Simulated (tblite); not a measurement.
Species: C5H9Cl2FSi.
Numbering: `[CH2:1]=[C:2]([CH3:3])[SiH2:4][C@H:5]([F:6])[CH:7]([Cl:8])[Cl:9]` (hydrogens: H10, H11 on C1; H12, H13, H14 on C3; H15, H16 on Si4; H17 on C5; H18 on C7)

Computed with GFN2-xTB (tblite), gas phase: L-BFGS steps from a force-field or distance-geometry start until the largest atomic force falls under 0.01 eV/Å.

Step 9: E = -838.5064 eV
```
atom  x, y, z in Å  |  force x, y, z in eV/Å
C1     -1.3085    1.7766   -0.5790    0.045  -0.049  -0.028
C2     -1.2260    0.4718   -0.3409    0.052  -0.002   0.026
C3     -2.1658   -0.2134    0.6100    0.065  -0.013  -0.046
Si4     0.0725   -0.6005   -1.2142   -0.127   0.063   0.009
C5      1.4707   -1.0608    0.0534   -0.069  -0.024   0.007
F6      0.8823   -1.8545    1.0267   -0.040  -0.029  -0.034
C7      2.1164    0.1081    0.7568    0.038   0.000   0.093
Cl8     3.2775   -0.4543    2.0094   -0.022   0.061  -0.088
Cl9     2.9639    1.1090   -0.4213   -0.061  -0.001  -0.028
H10    -0.6288    2.2560   -1.2639   -0.052   0.083   0.015
H11    -2.0514    2.4080   -0.1115    0.064  -0.042  -0.011
H12    -1.6083   -0.6792    1.4231   -0.023   0.024  -0.030
H13    -2.6989   -1.0059    0.0868   -0.029   0.008   0.034
H14    -2.8888    0.4866    1.0275    0.058  -0.039  -0.019
H15     0.6857    0.0895   -2.3492    0.011  -0.035   0.062
H16    -0.5324   -1.8876   -1.5855    0.101   0.055   0.031
H17     2.2447   -1.6774   -0.4129    0.009  -0.049   0.018
H18     1.3863    0.7341    1.2731   -0.022  -0.009  -0.012
```

Step 10: E = -838.5091 eV
```
atom  x, y, z in Å  |  force x, y, z in eV/Å
C1     -1.3091    1.7778   -0.5775    0.051  -0.047  -0.036
C2     -1.2251    0.4726   -0.3426    0.045  -0.005   0.040
C3     -2.1635   -0.2132    0.6087    0.045  -0.013  -0.030
Si4     0.0749   -0.5974   -1.2164   -0.088   0.057   0.079
C5      1.4710   -1.0623    0.0555   -0.105  -0.030  -0.035
F6      0.8758   -1.8572    1.0252    0.001   0.004  -0.054
C7      2.1148    0.1085    0.7576   -0.011  -0.043   0.061
Cl8     3.2749   -0.4537    2.0048    0.031   0.064  -0.048
Cl9     2.9542    1.1057   -0.4309   -0.057   0.008   0.004
H10    -0.6310    2.2572   -1.2634   -0.042   0.097   0.007
H11    -2.0507    2.4091   -0.1080    0.062  -0.048  -0.011
H12    -1.6080   -0.6775    1.4236   -0.004   0.004  -0.039
H13    -2.7007   -1.0037    0.0871   -0.012  -0.011   0.026
H14    -2.8862    0.4852    1.0279    0.045  -0.006  -0.018
H15     0.6915    0.0896   -2.3487    0.018  -0.015   0.032
H16    -0.5217   -1.8868   -1.5797    0.063   0.011   0.004
H17     2.2476   -1.6783   -0.4098   -0.025  -0.039   0.039
H18     1.3824    0.7307    1.2749   -0.014   0.015  -0.021
```

Step 11: E = -838.5113 eV
```
atom  x, y, z in Å  |  force x, y, z in eV/Å
C1     -1.3086    1.7780   -0.5771    0.042  -0.022  -0.032
C2     -1.2235    0.4731   -0.3432    0.027  -0.001   0.039
C3     -2.1610   -0.2134    0.6072    0.011  -0.010  -0.005
Si4     0.0751   -0.5941   -1.2167   -0.016   0.029   0.098
C5      1.4697   -1.0637    0.0564   -0.090  -0.021  -0.048
F6      0.8707   -1.8595    1.0233    0.014   0.014  -0.052
C7      2.1134    0.1080    0.7592   -0.061  -0.063   0.004
Cl8     3.2735   -0.4519    2.0003    0.074   0.055  -0.007
Cl9     2.9459    1.1036   -0.4379   -0.057   0.010   0.029
H10    -0.6335    2.2602   -1.2630   -0.022   0.095  -0.006
H11    -2.0489    2.4088   -0.1057    0.045  -0.044  -0.002
H12    -1.6078   -0.6762    1.4234    0.019  -0.020  -0.033
H13    -2.7023   -1.0023    0.0880    0.005  -0.024   0.010
H14    -2.8831    0.4837    1.0278    0.027   0.027  -0.014
H15     0.6959    0.0891   -2.3473    0.019   0.001   0.012
H16    -0.5125   -1.8858   -1.5753    0.027  -0.028  -0.018
H17     2.2490   -1.6797   -0.4068   -0.058  -0.024   0.047
H18     1.3791    0.7284    1.2759   -0.008   0.027  -0.022
```

Step 12: E = -838.5131 eV
```
atom  x, y, z in Å  |  force x, y, z in eV/Å
C1     -1.3073    1.7778   -0.5774    0.027   0.011  -0.018
C2     -1.2216    0.4735   -0.3428    0.008   0.006   0.026
C3     -2.1588   -0.2138    0.6057   -0.019  -0.003   0.019
Si4     0.0747   -0.5909   -1.2154    0.049  -0.012   0.062
C5      1.4671   -1.0652    0.0564   -0.044  -0.009  -0.031
F6      0.8665   -1.8614    1.0208    0.004   0.006  -0.029
C7      2.1112    0.1065    0.7606   -0.085  -0.051  -0.046
Cl8     3.2738   -0.4492    1.9963    0.094   0.043   0.018
Cl9     2.9382    1.1021   -0.4428   -0.058   0.008   0.045
H10    -0.6359    2.2648   -1.2629    0.001   0.077  -0.017
H11    -2.0463    2.4075   -0.1041    0.019  -0.032   0.010
H12    -1.6073   -0.6756    1.4227    0.039  -0.041  -0.021
H13    -2.7037   -1.0016    0.0889    0.021  -0.029  -0.005
H14    -2.8798    0.4829    1.0273    0.009   0.051  -0.007
H15     0.6996    0.0884   -2.3456    0.015   0.010   0.005
H16    -0.5045   -1.8853   -1.5721   -0.001  -0.048  -0.031
H17     2.2489   -1.6815   -0.4036   -0.075  -0.014   0.037
H18     1.3763    0.7271    1.2763   -0.006   0.027  -0.018
```

Problem. Estimate the geometry and energy of step 13. (The exact step hangs on the optimiser's Hessian estimate; all steps are aligned on step 12, rigid shifts and turns removed.)

Solution. E = -838.5148 eV, largest force 0.096 eV/Å
```
atom  x, y, z in Å  |  force x, y, z in eV/Å
C1     -1.3055    1.7777   -0.5781    0.012   0.035  -0.002
C2     -1.2196    0.4740   -0.3420   -0.002   0.011   0.004
C3     -2.1571   -0.2142    0.6048   -0.032   0.007   0.033
Si4     0.0752   -0.5884   -1.2131    0.075  -0.050  -0.005
C5      1.4640   -1.0667    0.0560    0.007  -0.001   0.005
F6      0.8628   -1.8631    1.0181   -0.019  -0.014   0.006
C7      2.1077    0.1043    0.7610   -0.070  -0.017  -0.064
Cl8     3.2759   -0.4458    1.9929    0.086   0.035   0.021
Cl9     2.9302    1.1010   -0.4463   -0.057   0.006   0.051
H10    -0.6380    2.2706   -1.2631    0.019   0.049  -0.020
H11    -2.0435    2.4056   -0.1024   -0.008  -0.015   0.020
H12    -1.6061   -0.6758    1.4216    0.047  -0.051  -0.010
H13    -2.7046   -1.0016    0.0897    0.035  -0.023  -0.015
H14    -2.8767    0.4832    1.0267   -0.005   0.061   0.002
H15     0.7031    0.0880   -2.3437    0.007   0.013   0.007
H16    -0.4972   -1.8856   -1.5699   -0.016  -0.048  -0.036
H17     2.2472   -1.6834   -0.4002   -0.071  -0.014   0.013
H18     1.3737    0.7265    1.2762   -0.007   0.016  -0.011
```

The energy changes by -0.0017 eV. The first-order estimate −F·Δx gives -0.0023 eV and the mean of the old and new forces, exact on a quadratic surface, -0.0017 eV. The step makes an angle of 61° with the force vector and moves no atom by more than 0.009 Å.

What follows is the cost of the whole relaxation. On an Arm Neoverse V2 with one thread, shared host with 32 logical CPUs at a one-minute load of 24, this took 0.71 s of wall time.
